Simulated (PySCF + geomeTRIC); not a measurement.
All values below come from TPSS-D3(BJ)/def2-SVP in PySCF + geomeTRIC. fastk is a local helper that only speeds up exchange builds. No frequencies were computed at this level.

```python
import json, numpy as np
from pyscf import gto, dft
from fastk import lowrank_exchange
atoms = """
Zn     0.041790     0.281968     0.269321
O      0.808419     0.806991    -1.163540
H      1.249887     1.649414    -1.246311
O     -0.836702    -0.997839     0.981185
H     -1.151149    -0.983479     1.882532
"""
def scf(charge, spin, dm0=None):
    mol = gto.M(atom=atoms, basis='def2-svp', ecp={}, charge=charge, spin=spin, verbose=3, max_memory=3360)
    mf = dft.KS(mol, xc='tpss').density_fit(auxbasis="def2-universal-jkfit")
    mf.disp = 'd3bj'
    mf.grids.level = 3
    mf.conv_tol = 1e-8
    mf.max_cycle = 120
    mf.level_shift = 0.25
    mf.kernel(dm0)
    if not mf.converged:
        mf = mf.newton().run(mf.mo_coeff, mf.mo_occ).undo_soscf()
    return mf
mf = scf(0, 0)
from pyscf.geomopt.geometric_solver import kernel as optimize
path = []
done, mol = optimize(mf, maxsteps=120, assert_convergence=False, callback=lambda env: path.append((env["energy"], bool(env["g_scanner"].converged))))
res = dict(converged=bool(done and path[-1][1]), energy=path[-1][0], path=[e for e, c in path], xyz=mol.atom_coords(unit="Angstrom").tolist(), nao=mol.nao)
json.dump(res, open("result.json", "w"))
```

Output:

```
converged SCF energy = -1930.70037621091
Geometry optimization cycle 1
converged SCF energy = -1930.70037621154
cycle 1: E = -1930.70037621  dE = -1930.7  norm(grad) = 0.0462588
Geometry optimization cycle 2
converged SCF energy = -1930.70771725429
cycle 2: E = -1930.70771725  dE = -0.00734104  norm(grad) = 0.0118587
Geometry optimization cycle 3
converged SCF energy = -1930.71021212166
cycle 3: E = -1930.71021212  dE = -0.00249487  norm(grad) = 0.00680176
Geometry optimization cycle 4
converged SCF energy = -1930.71189102185
cycle 4: E = -1930.71189102  dE = -0.0016789  norm(grad) = 0.00650783
Geometry optimization cycle 5
converged SCF energy = -1930.71205769021
cycle 5: E = -1930.71205769  dE = -0.000166668  norm(grad) = 0.00385109
Geometry optimization cycle 6
converged SCF energy = -1930.71209041649
cycle 6: E = -1930.71209042  dE = -3.27263e-05  norm(grad) = 0.00117445
Geometry optimization cycle 7
converged SCF energy = -1930.71209371704
cycle 7: E = -1930.71209372  dE = -3.30055e-06  norm(grad) = 0.000325728
Geometry optimization cycle 8
converged SCF energy = -1930.71209408652
cycle 8: E = -1930.71209409  dE = -3.69481e-07  norm(grad) = 0.000270387
Geometry optimization cycle 9
converged SCF energy = -1930.71209355205
cycle 9: E = -1930.71209355  dE = 5.34468e-07  norm(grad) = 0.000500378
<class 'geometric.internal.Distance'> : 4
<class 'geometric.internal.Angle'> : 3
<class 'geometric.internal.Dihedral'> : 2
<class 'geometric.internal.TranslationX'> : 1
<class 'geometric.internal.TranslationY'> : 1
<class 'geometric.internal.TranslationZ'> : 1
<class 'geometric.internal.RotationA'> : 1
<class 'geometric.internal.RotationB'> : 1
<class 'geometric.internal.RotationC'> : 1
Step    0 : Gradient = 2.069e-02/2.820e-02 (rms/max) Energy = -1930.7003762115
Step    1 : Displace = 8.021e-02/9.228e-02 (rms/max) Trust = 1.000e-01 (=) Grad = 5.303e-03/6.804e-03 (rms/max) E (change) = -1930.7077172543 (-7.341e-03) Quality = 1.236
Step    2 : Displace = 7.688e-02/1.130e-01 (rms/max) Trust = 1.414e-01 (+) Grad = 3.042e-03/4.124e-03 (rms/max) E (change) = -1930.7102121217 (-2.495e-03) Quality = 1.524
Step    3 : Displace = 1.200e-01/1.594e-01 (rms/max) Trust = 2.000e-01 (+) Grad = 2.910e-03/4.174e-03 (rms/max) E (change) = -1930.7118910218 (-1.679e-03) Quality = 1.174
Step    4 : Displace = 3.194e-02/4.377e-02 (rms/max) Trust = 2.828e-01 (+) Grad = 1.722e-03/2.660e-03 (rms/max) E (change) = -1930.7120576902 (-1.667e-04) Quality = 1.267
Step    5 : Displace = 7.208e-03/9.522e-03 (rms/max) Trust = 3.000e-01 (+) Grad = 5.252e-04/7.815e-04 (rms/max) E (change) = -1930.7120904165 (-3.273e-05) Quality = 1.129
Step    6 : Displace = 2.023e-03/2.501e-03 (rms/max) Trust = 3.000e-01 (=) Grad = 1.457e-04/1.866e-04 (rms/max) E (change) = -1930.7120937170 (-3.301e-06) Quality = 0.881
Step    7 : Displace = 1.334e-03/2.009e-03 (rms/max) Trust = 3.000e-01 (=) Grad = 1.209e-04/2.119e-04 (rms/max) E (change) = -1930.7120940865 (-3.695e-07) Quality = 0.309
Step    8 : Displace = 1.198e-03/1.747e-03 (rms/max) Trust = 3.000e-01 (=) Grad = 2.238e-04/3.155e-04 (rms/max) E (change) = -1930.7120935521 (+5.345e-07) Quality = -0.366
Converged! =D
```

Cost: very roughly 70 core-seconds.
